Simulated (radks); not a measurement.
Hg LX, 21 electrons, occupied as [Ne] 3s1.5 3p6 3d3 4d0.5 (fractional occupations, a model configuration). Method: Dirac Kohn-Sham, revPBE, spin-unpolarised, spherical densities, point nucleus; open shells fill j = l - 1/2 first; computed with a radial shooting solver on a logarithmic mesh with Libxc functionals.

Radial electron density D(r) = 4 pi r^2 rho(r):

r (bohr),D(r) (e/bohr)
0.00229,35.08
0.002888,46.44
0.003642,59.98
0.00463,75.63
0.005839,90.99
0.007423,104.8
0.009362,113.5
0.01181,115.5
0.01501,110.9
0.01893,104.1
0.02406,102.4
0.03035,112.0
0.03827,129.3
0.04865,139.4
0.06135,126.4
0.07799,95.00
0.09836,73.78
0.124,75.04
0.1577,76.11
0.1989,53.94
0.2528,22.90
0.3188,6.701
0.4021,1.824
0.5111,0.3901
0.6446,0.04134
0.8195,0.001258

D(r) has 3 maxima, at r = 0.0113, 0.0486, 0.143 bohr, and minima at 0.0222, 0.107 bohr, inside which lie 2.04, 11.15 electrons.
